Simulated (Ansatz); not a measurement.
F2HOSn (`[O][SnH]([F])[F]`) radical, relaxed with UKS PBE0-D4/def2-TZVP in the Gaussian-basis code of Ansatz from a PBE-D4/def2-SVP geometry. The force threshold is 0.005 eV/Å; the program also tests the step.

Charge 0, multiplicity 2. Sn: def2 effective core potential.

Start:

```xyz
5

O    -1.140   -1.348   -0.924
Sn   -0.070    0.046    0.070
F     0.727    1.247   -1.236
F     1.485   -0.830    0.846
H    -1.001    0.886    1.244
```

| step | energy (eV) | largest force (eV/Å) | largest move (Å) |
| --- | --- | --- | --- |
| 1 | -13324.1377 | 0.993 | 0.000 |
| 2 | -13324.2281 | 0.354 | 0.059 |
| 3 | -13324.2317 | 0.011 | 0.019 |
| 4 | -13324.2317 | 0.001 | 0.001 |

End:

```xyz
5

O    -1.091   -1.316   -0.912
Sn   -0.073    0.049    0.075
F     0.700    1.206   -1.213
F     1.441   -0.818    0.820
H    -0.978    0.879    1.231
```

Hardware: 4 threads of an Arm Neoverse N1 on a shared host. Wall time 54 s, peak host memory 0.57 GiB.
